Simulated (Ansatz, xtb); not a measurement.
# Two isomers of C4H4FNO2

Structure a: `COc1nc(F)co1`, a singlet. Structure b: `COc1ncoc1F`, a singlet. Both are isolated molecules in the gas phase, relaxed with B3LYP/def2-SVP; the shapes shown needn't be the lowest conformers.

a (Å):

```json
{"atom": "C", "x (Å)": "-0.3561", "y (Å)": "-0.1992", "z (Å)": "-1.0754"}
{"atom": "C", "x (Å)": "1.0840", "y (Å)": "0.5649", "z (Å)": "0.5889"}
{"atom": "C", "x (Å)": "0.8996", "y (Å)": "1.8092", "z (Å)": "2.2546"}
{"atom": "C", "x (Å)": "2.1972", "y (Å)": "1.4090", "z (Å)": "2.2302"}
{"atom": "F", "x (Å)": "0.3142", "y (Å)": "2.6060", "z (Å)": "3.1283"}
{"atom": "N", "x (Å)": "0.1900", "y (Å)": "1.2744", "z (Å)": "1.2130"}
{"atom": "O", "x (Å)": "0.9489", "y (Å)": "-0.1701", "z (Å)": "-0.4960"}
{"atom": "O", "x (Å)": "2.3104", "y (Å)": "0.5839", "z (Å)": "1.1217"}
{"atom": "H", "x (Å)": "-0.6728", "y (Å)": "0.8131", "z (Å)": "-1.3701"}
{"atom": "H", "x (Å)": "-1.0892", "y (Å)": "-0.6042", "z (Å)": "-0.3610"}
{"atom": "H", "x (Å)": "-0.2814", "y (Å)": "-0.8482", "z (Å)": "-1.9560"}
{"atom": "H", "x (Å)": "3.0798", "y (Å)": "1.5804", "z (Å)": "2.8347"}
```

b (Å):

```yaml
atoms:
  - { symbol: C, position_ang: [3.0237, -1.2376, -0.9656] }
  - { symbol: C, position_ang: [1.3142, -0.3199, 0.3603] }
  - { symbol: C, position_ang: [-0.3814, 0.7983, -0.2670] }
  - { symbol: C, position_ang: [0.5885, 0.0135, 1.4695] }
  - { symbol: F, position_ang: [0.7260, -0.2074, 2.7553] }
  - { symbol: N, position_ang: [0.6663, 0.1983, -0.7388] }
  - { symbol: O, position_ang: [2.4541, -1.0229, 0.3176] }
  - { symbol: O, position_ang: [-0.4941, 0.7263, 1.0794] }
  - { symbol: H, position_ang: [3.9369, -1.8234, -0.7987] }
  - { symbol: H, position_ang: [3.2771, -0.2848, -1.4589] }
  - { symbol: H, position_ang: [2.3374, -1.7962, -1.6231] }
  - { symbol: H, position_ang: [-1.1597, 1.3378, -0.8027] }
```

Energies in hartree; the thermal terms are from GFN2-xTB frequencies at re-optimised GFN2-xTB minima (ideal gas, soft modes damped towards free rotors, one conformer each, 298.15 K, 1 atm) and include the zero-point energy:

```
                              a           b
E, CCSD(T)/def2-SVP  −458.314752  −458.297971
    E, MP2/def2-SVP  −458.238389  −458.221854
  E, MP2/def2-TZVPP  −459.095409  −459.078954
  zero-point energy     0.080436     0.080222
       H(298 K) − E     0.088472     0.088344
       G(298 K) − E     0.048678     0.048356
```

Q: Correct the CCSD(T) difference for the basis set by the MP2 change, then work out ΔE, ΔE₀, ΔH and ΔG for a → b in kJ/mol (1 Eh = 2625.50 kJ/mol) and the equilibrium ratio [b]/[a].

A: 1. Differences b − a: CCSD(T) +0.016781, MP2 in the small set +0.016535, MP2 in the large set +0.016455 Eh.
2. ΔE = +0.016781 + (+0.016455 − (+0.016535)) = +0.016701 Eh = +43.85 kJ/mol.
3. ΔE₀ = ΔE + ΔZPE = +0.016701 + (−0.000214) Eh = +43.29 kJ/mol.
4. ΔH = ΔE + (−0.000128) Eh = +43.51 kJ/mol.
5. ΔG = ΔE + (−0.000322) Eh = +43.00 kJ/mol, so ΔS = (ΔH − ΔG)/T = +1.7 J/(mol K).
6. kT = 0.9442 mEh, so K = [b]/[a] = exp(−ΔG/kT) = exp(−17.35) ≈ 2.9 × 10^−8.

Structure a is favoured at this temperature. An error of 4 kJ/mol in ΔG would change K by a factor of 5. Mirror images and further conformers aren't counted.

As drawn, both hold the same kinds of bond in the same numbers.

Other levels gave ΔE = +35.7 (GFN2-xTB); +26.5 (HF/STO-3G, GFN2-xTB geometries); +45.6 (r2SCAN-D4/def2-SVP, GFN2-xTB geometries); +43.2 (B3LYP/def2-SVP); +60.7 (HF/def2-SVP); +43.4 (MP2/def2-SVP); +44.1 (CCSD(T)/def2-SVP) kJ/mol. The correlated steps freeze 8 core orbitals. Programs: Ansatz 0.2.0, xtb 6.7.1.
